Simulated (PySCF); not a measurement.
Job file and geometry (Å, from GFN2-xTB) of an NMR shielding run on SMILES NBB(Cl)C1CCCC1, C5H12B2ClN, GIAO PBE0/pcSseg-1 NMR shielding, non-relativistic, gas phase in PySCF; density fitting, a coarse starting grid and PySCF grid level 2 are the driver's defaults:

```
$ OMP_NUM_THREADS=1 python probes_run.py task.json out

{"job": {"kind": "nmr", "xc": "PBE0", "basis": "pcSseg-1"}, "charge": 0, "multiplicity": 1}
N      3.543663    -0.554837    -0.100366
B      2.550357     0.102364     0.602962
B      1.339113     0.996298    -0.124001
Cl     1.586994     2.657099    -0.526981
C     -0.129868     0.455333    -0.430409
C     -0.414607    -1.017070    -0.114703
C     -1.942067    -1.118701    -0.147110
C     -2.456224     0.266077     0.288648
C     -1.217476     1.166435     0.401075
H      4.281252    -1.088910     0.329880
H      3.620524    -0.545553    -1.104072
H      2.609415    -0.003032     1.777666
H     -0.378208     0.622585    -1.486696
H      0.059405    -1.695217    -0.823482
H     -0.040000    -1.253052     0.882246
H     -2.276691    -1.341681    -1.161130
H     -2.308997    -1.912624     0.502314
H     -2.984965     0.212744     1.239920
H     -3.151057     0.662860    -0.451847
H     -1.408147     2.177911     0.045906
H     -0.891338     1.227914     1.441170
```

Task: What does the program print?

Result: 
```
coarse grid: 17728 points
cycle   1  E = -761.7857893311  dE =  1.018e+00  |g| = 4.918e-01  |ddm| = 4.070e+00
cycle   2  E = -761.7743901063  dE =  1.140e-02  |g| = 5.662e-01  |ddm| = 9.458e-01
cycle   3  E = -761.8506473857  dE = -7.626e-02  |g| = 7.554e-02  |ddm| = 5.153e-01
cycle   4  E = -761.8519820519  dE = -1.335e-03  |g| = 2.102e-02  |ddm| = 9.551e-02
cycle   5  E = -761.8520744462  dE = -9.239e-05  |g| = 7.770e-03  |ddm| = 2.174e-02
cycle   6  E = -761.8520861172  dE = -1.167e-05  |g| = 2.621e-03  |ddm| = 7.677e-03
cycle   7  E = -761.8520876501  dE = -1.533e-06  |g| = 3.149e-04  |ddm| = 2.256e-03
final grid: 165664 points
cycle   8  E = -761.8986596902  dE = -5.976e-05  |g| = 9.862e-03  |ddm| = 3.749e-02
cycle   9  E = -761.8986440795  dE =  1.561e-05  |g| = 1.284e-02  |ddm| = 1.900e-02
cycle  10  E = -761.8986830415  dE = -3.896e-05  |g| = 9.713e-04  |ddm| = 1.092e-02
cycle  11  E = -761.8986832396  dE = -1.981e-07  |g| = 2.958e-04  |ddm| = 1.143e-03
cycle  12  E = -761.8986832583  dE = -1.870e-08  |g| = 1.009e-04  |ddm| = 2.872e-04
cycle  13  E = -761.8986832606  dE = -2.229e-09  |g| = 2.277e-05  |ddm| = 1.134e-04
cycle  14  E = -761.8986832607  dE = -1.162e-10  |g| = 5.265e-06  |ddm| = 2.363e-05
converged SCF energy = -761.8986832607

GIAO shielding tensors (ppm)
atom      isotropic    diamagn.    paramagn.     s11        s22        s33       span
  0 N      146.772     313.089    -166.317     41.514    172.286    226.516    185.002
  1 B       56.726     197.507    -140.781      4.988     38.166    127.023    122.036
  2 B       10.327     189.346    -179.020    -86.748      6.721    111.007    197.756
  3 Cl     632.229    1148.939    -516.709    295.966    541.861   1058.861    762.895
  4 C      137.183     252.779    -115.596    110.635    137.021    163.892     53.257
  5 C      152.724     247.332     -94.608    127.714    162.702    167.757     40.043
  6 C      157.969     248.074     -90.106    127.608    170.108    176.190     48.582
  7 C      161.048     247.703     -86.655    131.978    173.105    178.062     46.085
  8 C      154.689     249.085     -94.396    118.655    170.956    174.456     55.801
  9 H       26.976      27.051      -0.074     23.048     23.314     34.566     11.518
 10 H       27.539      31.084      -3.545     23.618     25.851     33.148      9.529
 11 H       26.134      30.093      -3.959     23.336     26.651     28.415      5.079
 12 H       30.449      34.134      -3.685     26.434     29.902     35.011      8.577
 13 H       29.792      32.681      -2.889     24.912     28.316     36.149     11.237
 14 H       30.255      33.122      -2.867     25.127     28.987     36.651     11.525
 15 H       30.094      30.616      -0.521     24.781     28.306     37.196     12.415
 16 H       29.876      29.825       0.051     24.740     27.680     37.208     12.468
 17 H       29.990      29.342       0.648     24.800     27.799     37.372     12.572
 18 H       30.003      29.604       0.399     24.619     28.103     37.288     12.670
 19 H       29.654      31.439      -1.785     23.634     29.423     35.904     12.270
 20 H       30.455      32.020      -1.564     25.333     29.997     36.036     10.703
```

Size and cost of the density-fitted run: 220 basis functions, 100 s wall time on 1 thread of an Arm Neoverse N1, shared host; peak memory 0.98 GiB.
